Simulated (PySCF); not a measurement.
**`[O-]N1B(C(C)=O)C=CC=C1`, [C6H7BNO2]-, charge -1**

Geometry:
| atom | x (Å) | y (Å) | z (Å) |
| --- | --- | --- | --- |
| C1 | -2.672 | 0.730 | 0.084 |
| C2 | -1.826 | -0.520 | 0.246 |
| O3 | -2.381 | -1.594 | 0.476 |
| B4 | -0.258 | -0.340 | 0.086 |
| C5 | 0.604 | -1.443 | -0.444 |
| C6 | 1.964 | -1.265 | -0.586 |
| C7 | 2.532 | -0.052 | -0.208 |
| C8 | 1.750 | 0.964 | 0.297 |
| N9 | 0.414 | 0.887 | 0.442 |
| O10 | -0.172 | 1.950 | 0.930 |
| H11 | -3.703 | 0.570 | 0.400 |
| H12 | -2.191 | 1.522 | 0.658 |
| H13 | -2.655 | 1.029 | -0.965 |
| H14 | 0.189 | -2.400 | -0.743 |
| H15 | 2.609 | -2.048 | -0.978 |
| H16 | 3.599 | 0.112 | -0.302 |
| H17 | 2.191 | 1.908 | 0.597 |

Total charge -1.

Theory: TDDFT BHandHLYP/def2-SVPD excited states, vertical, gas phase in PySCF. Geometry: GFN2-xTB.

For a gas-phase anion, states above the detachment energy (about 2.1 eV, taken as minus the energy of the highest occupied orbital) lie in the continuum and depend on the basis.

**Question.** How strongly do the lowest singlets absorb one photon, and two photons of half the energy?

**Answer.** δ for parallel linear polarisation; σ at the peak of a Lorentzian of half width 0.1 eV, single beam; Ω is circular over linear.
```csv
state,E (eV),f,photon λ (nm),δ (au),σ (GM),Ω,main
S1,3.75,0.004,660,7.93,0.04,0.44,HOMO−3→LUMO 0.78
S2,3.94,0.092,630,381,2.16,0.54,HOMO→LUMO 0.93
S3,4.34,0.102,572,143,0.98,1.08,"HOMO→LUMO+2 0.71, HOMO−1→LUMO 0.11"
S4,4.53,0.003,548,61,0.46,1.49,HOMO→LUMO+1 0.87
S5,4.73,0.002,524,3,0.03,0.57,"HOMO−2→LUMO 0.68, HOMO−2→LUMO+2 0.24"
```

Among these, the strongest one-photon state is S3, the strongest two-photon state S2.
